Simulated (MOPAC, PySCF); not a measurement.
H3ClGeS3, SMILES `[SH][Ge]([SH])([SH])[Cl]`, neutral singlet in the gas phase. 

Cartesian coordinates (Å):
```xyz
8

S      0.7855    -0.6845    -1.6759
Ge     0.0568    -0.3935     0.3865
S      0.6024     1.6148     1.1331
S     -2.0836    -0.9276     0.4048
Cl     0.9614    -1.7243     1.8026
H      1.9134     0.0120    -1.4515
H      0.1205     2.2210     0.0338
H     -2.3563    -0.1178    -0.6333
```
Charge 0, spin multiplicity 1.

All levels are single points at this geometry (PBE0-D3(BJ)/def2-TZVP); Pople sets use spherical d functions. Orbital energies aren't observables, and empty levels follow the basis.

```
level                           HOMO (eV)  LUMO (eV)  gap (eV)  dipole (D)  vertical IE, Delta-SCF (eV)
------------------------------  ---------  ---------  --------  ----------  ---------------------------
PBE0-D3(BJ)/def2-TZVP in PySCF      -7.77      -1.56      6.21        2.53                         9.58
B3LYP/3-21G in PySCF                -7.86      -2.14      5.72        3.61                            –
B3LYP/6-31G* in PySCF               -7.48      -1.83      5.64        2.90                         9.51
BP86/6-31G* in PySCF                -6.60      -2.63      3.97        2.88                            –
PBE/6-31G* in PySCF                 -6.50      -2.49      4.01        2.90                         9.13
SVWN5/6-31G* in PySCF               -6.58      -2.72      3.87        3.02                            –
HF/STO-3G in PySCF                  -7.68       7.47     15.15        3.82                            –
PM3 in MOPAC                       -10.08      -3.29      6.79        2.80                            –
PM6 in MOPAC                        -9.84      -1.67      8.17        2.64                            –
```
